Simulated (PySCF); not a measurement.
Br₂ClSb. Atoms are numbered in the order given.

```xyz
4

Sb     0.6790     0.4498     0.0000
Cl    -0.8569     2.2846     0.0000
Br    -0.2866    -0.8826     1.9410
Br    -0.2866    -0.8826    -1.9410
```
Charge 0, spin multiplicity 1.

Geometry: PBE-D3(BJ)/def2-SVP. The structure was generated by enumeration; whether it is a known compound was not checked. The def2 effective core potentials stand for the cores of Sb; spin–orbit coupling is left out.

Method: PBE-D3(BJ)/def2-SVP in PySCF 2.14.0.

Frequencies are harmonic and unscaled.

```json
[
 {"mode": "1", "ν (cm⁻¹)": "72", "IR (km/mol)": "0.3", "moving atoms (share of kinetic energy)": "Br 78 %, Sb 14 %, Cl 8 %"},
 {"mode": "2", "ν (cm⁻¹)": "89", "IR (km/mol)": "0.7", "moving atoms (share of kinetic energy)": "Cl 64 %, Br 29 %"},
 {"mode": "3", "ν (cm⁻¹)": "108", "IR (km/mol)": "1.8", "moving atoms (share of kinetic energy)": "Cl 43 %, Br 30 %, Sb 27 %"},
 {"mode": "4", "ν (cm⁻¹)": "243", "IR (km/mol)": "44.9", "moving atoms (share of kinetic energy)": "Br 55 %, Sb 45 %"},
 {"mode": "5", "ν (cm⁻¹)": "245", "IR (km/mol)": "20.3", "moving atoms (share of kinetic energy)": "Br 60 %, Sb 40 %"},
 {"mode": "6", "ν (cm⁻¹)": "352", "IR (km/mol)": "47.1", "moving atoms (share of kinetic energy)": "Cl 77 %, Sb 23 %"}
]
```
